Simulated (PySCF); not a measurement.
## Electric field gradients and quadrupole coupling constants

Species: C3H9ClOSi3.
Z-matrix (Å and degrees, GFN2-xTB geometry), rows numbered from 1:
```
C 
C   1  1.3282
Si  2  1.9030  1  123.10
Si  3  2.3134  2  104.71  1  -128.47
O   4  1.6528  3  103.49  2    -1.27
Si  5  1.6114  4  141.11  3   -18.77
C   2  1.4880  1  120.36  3  -174.07
Cl  7  1.7960  2  109.60  1  -141.60
H   1  1.0805  2  122.44  3   177.33
H   1  1.0764  2  121.43  3    -2.76
H   3  1.4732  2  105.57  1    -7.06
H   3  1.4689  2  109.28  1   107.19
H   4  1.4651  3  117.53  2  -115.35
H   4  1.4651  3  118.37  2   109.98
H   6  1.4593  5  107.06  4   116.81
H   6  1.4555  5  107.90  4  -117.03
H   7  1.0909  2  111.47  1   -24.84
```

Field gradients from the PBE0/pcSseg-1 density (PySCF, non-relativistic), principal values in atomic units, ordered |Vxx| ≤ |Vyy| ≤ |Vzz|:

| atom | Vxx | Vyy | Vzz |
| --- | --- | --- | --- |
| O5 | -0.3585 | -0.6928 | 1.0513 |
| Cl8 | -1.7795 | -2.0390 | 3.8186 |

**Question.** Find the asymmetry η = (Vxx − Vyy)/Vzz and the couplings χ = eQV/h (234.96 MHz × Q in barn × V in au), with Q(17O) = −0.0256 b, Q(35Cl) = −0.0817 b.

**Answer.** 
```json
{"atom": "O5", "environment": "siloxane oxygen", "nucleus": "17O", "η": "0.32", "χzz (MHz)": "-6.32", "χxx (MHz)": "2.16", "χyy (MHz)": "4.17"}
{"atom": "Cl8", "environment": "alkyl chlorine", "nucleus": "35Cl", "η": "0.07", "χzz (MHz)": "-73.30", "χxx (MHz)": "34.16", "χyy (MHz)": "39.14"}
```

The tensor is traceless: Vxx + Vyy + Vzz = 0.

**Question.** What is Vzz at Cl8 in SI units (1 au = 9.71736 × 10²¹ V/m²)?

**Answer.** 3.8186 au = 37.106 × 10²¹ V/m².

**Question.** And the gradient at the other heavy atoms, for which no coupling is worked out here?

**Answer.** 
| atom | environment | Vzz (au) | η |
| --- | --- | --- | --- |
| C1 | terminal =CH2 carbon | 0.319 | 0.33 |
| C2 | fully substituted alkene carbon | 0.317 | 0.72 |
| Si3 | SiH2 silicon | 0.214 | 0.40 |
| Si4 | oxygen-bound silicon | 0.671 | 0.07 |
| Si6 | oxygen-bound silicon | -0.435 | 0.90 |
| C7 | sp3 C–Cl carbon | 0.515 | 0.40 |

**Question.** What couplings would deuterons (Q(2H) = 0.00286 b) have in place of the hydrogens, at this geometry?

**Answer.** 
| atom | bonded to | bond length (Å) | Vzz (au) | η | χzz (kHz) |
| --- | --- | --- | --- | --- | --- |
| H9 | C1 | 1.081 | 0.3291 | 0.05 | 221 |
| H10 | C1 | 1.076 | 0.3358 | 0.05 | 226 |
| H11 | Si3 | 1.473 | 0.1572 | 0.03 | 106 |
| H12 | Si3 | 1.469 | 0.1611 | 0.02 | 108 |
| H13 | Si4 | 1.465 | 0.1599 | 0.03 | 107 |
| H14 | Si4 | 1.465 | 0.1599 | 0.02 | 107 |
| H15 | Si6 | 1.459 | 0.1619 | 0.01 | 109 |
| H16 | Si6 | 1.456 | 0.1644 | 0.01 | 110 |
| H17 | C7 | 1.091 | 0.3034 | 0.07 | 204 |

Geometry: GFN2-xTB, one conformer, isolated molecule. GFN2-xTB bond lengths can be off by several hundredths of an ångström, more for odd bonds, and the gradients follow them. A larger basis could move these couplings by a tenth or more.

These values come from a run that also computed NMR shieldings. On Arm Neoverse N1, one thread, shared host with 64 logical CPUs at a one-minute load of 60, this took 75 s wall and 0.87 GiB of memory at its peak.
